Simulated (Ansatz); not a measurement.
Rh4⁺, relaxed as a doublet with UKS r2SCAN-D4/def2-SVP in Ansatz, starting from the GFN1-xTB geometry. Force threshold 0.02 eV/Å.

In the def2 sets Rh takes a core potential; there is no spin–orbit coupling. The charge 1 doublet is spin-contaminated (final ⟨S²⟩ up to 1.67, 0.75 for a pure state). The relaxation made no stability test and no search for a lower SCF solution. At r2SCAN-D4/def2-SVP a quartet of charge 1 lies 0.06 eV below the doublet, each at its own geometry. The structure comes from a short search, and lower isomers may exist.

Start:

```xyz
4

Rh    1.584    1.610    0.238
Rh   -1.470   -1.686    0.389
Rh    0.159   -0.107    0.879
Rh   -0.273    0.183   -1.506
```

| step | energy (eV) | largest force component (eV/Å) | SCF passes |
| --- | --- | --- | --- |
| 1 | -12027.4037 | 1.023 | 205 |
| 2 | -12027.7690 | 0.943 | 179 |
| 3 | -12027.8894 | 0.574 | 158 |
| 4 | -12027.9545 | 0.646 | 166 |
| 5 | -12028.0353 | 0.904 | 113 |
| 6 | -12028.1678 | 0.921 | 140 |
| 7 | -12028.3436 | 0.801 | 115 |
| 8 | -12028.4898 | 0.260 | 127 |
| 9 | -12028.6203 | 0.371 | 123 |
| 10 | -12028.8057 | 0.591 | 101 |
| 11 | -12028.8773 | 0.553 | 189 |
| 12 | -12028.9248 | 0.805 | 83 |
| 13 | -12028.9463 | 0.313 | 105 |
| 14 | -12028.9553 | 0.214 | 60 |
| 15 | -12028.9661 | 0.021 | 60 |
| 16 | -12028.9662 | 0.005 | 55 |
| 17 | -12028.9662 | 0.001 | 52 |

Force components are those of the run's own axes.

End:

```tsv
atom	x (Å)	y (Å)	z (Å)
Rh1	1.4213	0.3904	-0.2122
Rh2	-0.2344	-1.4728	-0.2458
Rh3	-0.2498	0.3845	1.4167
Rh4	-0.9371	0.6980	-0.9587
```

Bonds formed: Rh1–Rh2 (atoms count from 1). The end is the same structure that another start reached.

The force fell under the threshold at step 16, but the optimiser went on. No frequencies were taken in this run, so the end may be a saddle point.

It took 6.9 min on 4 threads of Arm Neoverse V2 on a shared host.
